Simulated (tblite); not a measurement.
Compound: C7H3FO2.
SMILES with atom numbers: `[CH:1]#[C:2][C:3]1=[CH:4][C:5](=[O:6])[C@H:7]([F:8])[C:9]1=[O:10]` (hydrogens: H11 on C1; H12 on C4; H13 on C7)

Computed with GFN2-xTB (tblite), gas phase: Langevin dynamics at 300 K from the optimised GFN2-xTB geometry, time step 0.5 fs, friction 0.01 fs⁻¹, 2000 steps. The instantaneous temperature is 2·E(kin)/(3Nk) with all 3N coordinates.

```
t (fs)  T (K)  E(pot) above start (eV)  C1≡C2 (Å)  C2–C3 (Å)  C3=C4 (Å)  C4–C5 (Å)  C5=O6 (Å)  C1–H11 (Å)
     0    250                    0.000      1.203      1.399      1.351      1.467      1.200       1.050
    50    274                    0.362      1.206      1.397      1.360      1.399      1.200       1.049
   100    299                    0.416      1.216      1.433      1.352      1.501      1.191       1.063
   150    262                    0.601      1.194      1.341      1.404      1.486      1.181       1.078
   200    352                    0.326      1.196      1.401      1.310      1.459      1.213       1.072
   250    225                    0.354      1.226      1.381      1.341      1.441      1.201       1.069
   300    276                    0.303      1.198      1.414      1.386      1.474      1.191       1.041
   350    268                    0.542      1.236      1.426      1.344      1.483      1.186       1.022
   400    347                    0.442      1.229      1.428      1.359      1.473      1.173       1.019
   450    271                    0.450      1.194      1.388      1.360      1.466      1.230       1.013
   500    359                    0.300      1.206      1.420      1.328      1.447      1.196       1.018
   550    323                    0.385      1.226      1.335      1.377      1.495      1.206       1.029
   600    244                    0.333      1.210      1.416      1.338      1.472      1.227       1.019
   650    330                    0.371      1.191      1.391      1.386      1.439      1.177       1.036
   700    183                    0.545      1.220      1.443      1.372      1.447      1.215       1.036
   750    254                    0.324      1.212      1.396      1.346      1.468      1.231       1.053
   800    203                    0.461      1.191      1.409      1.357      1.539      1.165       1.025
   850    351                    0.506      1.227      1.360      1.379      1.407      1.254       1.013
   900    437                    0.460      1.217      1.452      1.352      1.451      1.184       1.026
   950    395                    0.448      1.184      1.409      1.349      1.441      1.180       1.026
  1000    301                    0.488      1.214      1.366      1.367      1.460      1.227       1.034
```

Task: From 500 fs on, how do temperature and potential energy compare with equipartition?

Result: The mean temperature of these 11 frames is 307 K against the target 300 K, and the mean potential energy 0.42 eV against 33 × kT/2 = 0.43 eV for 33 classical harmonic modes. For 13 atoms in a canonical ensemble the temperature itself scatters by T·√(2/(3N)) = 68 K; here its standard deviation is 76 K. The whole run lasts only 10 friction times of 100 fs, so these averages carry a wide statistical error.

Task: What are the kinetic and total energies of the listed frame with the highest potential energy?

Result: The one at 150 fs, 0.601 eV above the start. Its kinetic energy is 3NkT/2 = 0.441 eV at 262 K, so the sum is 1.04 eV; over the listed frames the sum runs from 0.42 to 1.19 eV, since the thermostat adds and removes energy.

Task: How much do the listed bonds fluctuate from 500 fs on?

Result: 
```
  bond  at the start (Å)  mean (Å)  standard deviation (Å)
 C1≡C2             1.203     1.209                   0.014
 C2–C3             1.399     1.400                   0.034
 C3=C4             1.351     1.359                   0.018
 C4–C5             1.467     1.461                   0.033
 C5=O6             1.200     1.206                   0.026
C1–H11             1.050     1.029                   0.010
```

The motion is classical and holds no zero-point motion.

The cost below is that of the whole dynamics run. On one thread, Arm Neoverse V1 (aarch64), on a shared host, this took 12 s of wall time and 0.18 GiB of memory at its peak.
